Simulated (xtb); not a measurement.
C4H5Si (SMILES [C]1=CC=C[SiH2]1), doublet, from a rough starting geometry; GFN2-xTB run with xtb.

The xtb input:
```
$ xtb mol.xyz --gfn 2 --uhf 1 --opt vtight --json

# file mol.xyz
10

C      0.76869430    -1.33270216    -0.21815354
C     -0.61842467    -1.23486110    -0.41978079
C     -1.23847779     0.02104875    -0.18454596
C     -0.35498087     0.96167911     0.20790136
Si     1.37873466     0.35082526     0.38906526
H     -1.28300121    -2.10387600    -0.73800864
H     -2.30034561     0.19828593    -0.34216863
H     -0.70754004     1.98535968     0.43440057
H      2.32669283     0.86954509    -0.55932294
H      1.90896928     0.26913756     1.76045078
```

What the program printed (banner, timings and long lists left out):

```
   ID    Z sym.   atoms
    1    6 C      1-4
    2   14 Si     5
    3    1 H      6-10

           -------------------------------------------------
          |                Calculation Setup                |
           -------------------------------------------------

           -------------------------------------------------
          |                 G F N 2 - x T B                 |
           -------------------------------------------------

          ...................................................
          :                      SETUP                      :
          :.................................................:
          :  # basis functions                  31          :
          :  # atomic orbitals                  30          :
          :  # shells                           16          :
          :  # electrons                        25          :
          :  max. iterations                   250          :
          :  Hamiltonian                  GFN2-xTB          :
          :  restarted?                      false          :
          :  GBSA solvation                  false          :
          :  PC potential                    false          :
          :  electronic temp.          300.0000000     K    :
          :  accuracy                    1.0000000          :
          :  -> integral cutoff          0.2500000E+02      :
          :  -> integral neglect         0.1000000E-07      :
          :  -> SCF convergence          0.1000000E-05 Eh   :
          :  -> wf. convergence          0.1000000E-03 e    :
          :  Broyden damping             0.4000000          :
          :  net charge                          0          :
          :  unpaired electrons                  1          :
          ...................................................

 iter      E             dE          RMSdq      gap      omega  full diag
   1    -12.7941418 -0.127941E+02  0.672E+00    1.63       0.0  T
   2    -12.8424434 -0.483016E-01  0.384E+00    1.33       1.0  T
   3    -12.8162201  0.262234E-01  0.298E+00    1.93       1.0  T
   4    -12.8413195 -0.250994E-01  0.165E+00    1.42       1.0  T
   5    -12.8514895 -0.101701E-01  0.855E-01    1.68       1.0  T
   6    -12.8533886 -0.189906E-02  0.349E-01    1.55       1.0  T
   7    -12.8537313 -0.342664E-03  0.217E-01    1.56       1.0  T
   8    -12.8539674 -0.236121E-03  0.638E-02    1.57       1.0  T
   9    -12.8539658  0.154503E-05  0.280E-02    1.57       1.1  T
  10    -12.8539681 -0.229918E-05  0.916E-03    1.57       3.5  T
  11    -12.8539682 -0.100364E-06  0.454E-03    1.57       7.0  T
  12    -12.8539683 -0.661891E-07  0.118E-03    1.57      26.9  T
  13    -12.8539683 -0.502473E-08  0.317E-04    1.57      99.7  T
  14    -12.8539683 -0.184077E-09  0.861E-05    1.57     367.4  T

   *** convergence criteria satisfied after 14 iterations ***

         :::::::::::::::::::::::::::::::::::::::::::::::::::::
         ::                     SUMMARY                     ::
         :::::::::::::::::::::::::::::::::::::::::::::::::::::
         :: total energy             -12.658700186209 Eh    ::
         :: gradient norm              0.119525566481 Eh/a0 ::
         :: HOMO-LUMO gap              1.570985928533 eV    ::
         ::.................................................::
         :: SCC energy               -12.853964032098 Eh    ::
         :: -> isotropic ES            0.012574724349 Eh    ::
         :: -> anisotropic ES          0.003008147222 Eh    ::
         :: -> anisotropic XC          0.009982812543 Eh    ::
         :: -> dispersion             -0.006753146955 Eh    ::
         :: repulsion energy           0.195263845889 Eh    ::
         :: add. restraining           0.000000000000 Eh    ::
         :: total charge              -0.000000000000 e     ::
         :::::::::::::::::::::::::::::::::::::::::::::::::::::

      -----------------------------------------------------------
[...]
 * total energy  :   -12.6587002 Eh     change       -0.1569234E-10 Eh
 * total energy  :   -12.6699030 Eh     change       -0.1120283E-01 Eh
 * total energy  :   -12.6712125 Eh     change       -0.1309492E-02 Eh
 * total energy  :   -12.6714009 Eh     change       -0.1884312E-03 Eh
 * total energy  :   -12.6714556 Eh     change       -0.5465149E-04 Eh
 * total energy  :   -12.6714636 Eh     change       -0.8031114E-05 Eh
 * total energy  :   -12.6714650 Eh     change       -0.1351795E-05 Eh
 * total energy  :   -12.6714652 Eh     change       -0.2540076E-06 Eh
 * total energy  :   -12.6714653 Eh     change       -0.2175556E-07 Eh
   *** GEOMETRY OPTIMIZATION CONVERGED AFTER 9 ITERATIONS ***
         :: total energy             -12.671465252066 Eh    ::
[...]
        13        1.0000           -0.3266500              -8.8886 (HOMO)
        14                         -0.2630846              -7.1589 (LUMO)
        15                         -0.1895693              -5.1584
        16                         -0.1650879              -4.4923
        17                         -0.1573691              -4.2822
        18                         -0.0948233              -2.5803
        19                         -0.0416938              -1.1345
        20                         -0.0308853              -0.8404
        21                          0.1325726               3.6075
        22                          0.1830376               4.9807
        23                          0.1947339               5.2990
        24                          0.3313996               9.0178
       ...                                ...                  ...
        30                          0.7006915              19.0668
      -------------------------------------------------------------
                  HL-Gap            0.0635654 Eh            1.7297 eV
             Fermi-level           -0.3228608 Eh           -8.7855 eV

     #   Z          covCN         q      C6AA      α(0)
     1   6 C        1.890    -0.170    35.982     9.688
     2   6 C        2.996    -0.032    28.782     8.800
     3   6 C        3.009    -0.029    28.710     8.789
     4   6 C        2.803    -0.148    31.806     9.239
     5  14 Si       3.776     0.455    98.012    18.944
     6   1 H        0.926     0.036     2.506     2.475
     7   1 H        0.925     0.022     2.706     2.572
     8   1 H        0.926     0.018     2.771     2.603
     9   1 H        0.919    -0.075     4.776     3.418
    10   1 H        0.919    -0.075     4.776     3.418

 Mol. C6AA /au·bohr⁶  :       1711.108830
 Mol. C8AA /au·bohr⁸  :      55259.514784
 Mol. α(0) /au        :         69.948086

Wiberg/Mayer (AO) data.
largest (>0.10) Wiberg bond orders for each atom

 ---------------------------------------------------------------------------
     #   Z sym  total        # sym  WBO       # sym  WBO       # sym  WBO
 ---------------------------------------------------------------------------
     1   6 C    3.223 --     2 C    1.931     5 Si   0.985     4 C    0.149
     2   6 C    3.988 --     1 C    1.931     3 C    1.051     6 H    0.952
     3   6 C    3.981 --     4 C    1.880     2 C    1.051     7 H    0.963
     4   6 C    3.968 --     3 C    1.880     8 H    0.981     5 Si   0.869
                             1 C    0.149
     5  14 Si   3.680 --     1 C    0.985     9 H    0.878    10 H    0.878
                             4 C    0.869
     6   1 H    0.998 --     2 C    0.952
     7   1 H    1.000 --     3 C    0.963
     8   1 H    1.000 --     4 C    0.981
     9   1 H    0.994 --     5 Si   0.878
    10   1 H    0.994 --     5 Si   0.878
 ---------------------------------------------------------------------------

Topologies differ in total number of bonds
Writing topology from bond orders to xtbtopo.mol

molecular dipole:
                 x           y           z       tot (Debye)
 q only:        0.380       0.251       0.138
   full:       -0.122       0.378       0.078       1.030
molecular quadrupole (traceless):
                xx          xy          yy          xz          yz          zz
 q only:        1.676       1.305      -1.151       0.838       0.160      -0.525
  q+dip:        2.372       2.805      -0.868       1.560       0.873      -1.505
   full:        1.972       2.360      -1.250       1.185       0.430      -0.722

optimized geometry written to: xtbopt.xyz

           -------------------------------------------------
          | TOTAL ENERGY              -12.671465252066 Eh   |
          | GRADIENT NORM               0.000111850206 Eh/α |
          | HOMO-LUMO GAP               1.729701267265 eV   |
           -------------------------------------------------
```
